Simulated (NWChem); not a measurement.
**Correlation energy of H3OSi**

```xyz
5

O     -1.1796    -0.2168     0.0000
Si     0.4699     0.0980     0.0000
H      0.9144     0.8281     1.2237
H      0.9144     0.8281    -1.2237
H      1.0298    -1.2931     0.0000
```
Charge 0, spin multiplicity 2.

Program: NWChem. The geometry was optimised at UPBE0/def2-SVP, a minimum by its harmonic frequencies.

Basis set: def2-TZVP. Each correlation energy counts from its own Hartree-Fock reference.

The correlated methods keep 6 core orbitals frozen. The structure started from a generated list of species. The unpaired electrons of the parent sit in orbitals of symmetry a' (Cs labels of the run); other states weren't searched. The stability of the SCF solutions was not checked. Open-shell Hartree-Fock references start from PBE0 orbitals. Coupled-cluster values serve here as a point of comparison, not as the truth.

Task: For the correlation energy, CCSD(T) on ROHF gives -356.1 mHa and CCSD[T] on ROHF gives -356.8 mHa. What do SCS-UMP2, CCSD on ROHF, UMP2 give?

Result: SCS-UMP2: -312.4 mHa; CCSD on ROHF: -346.0 mHa; UMP2: -304.9 mHa.
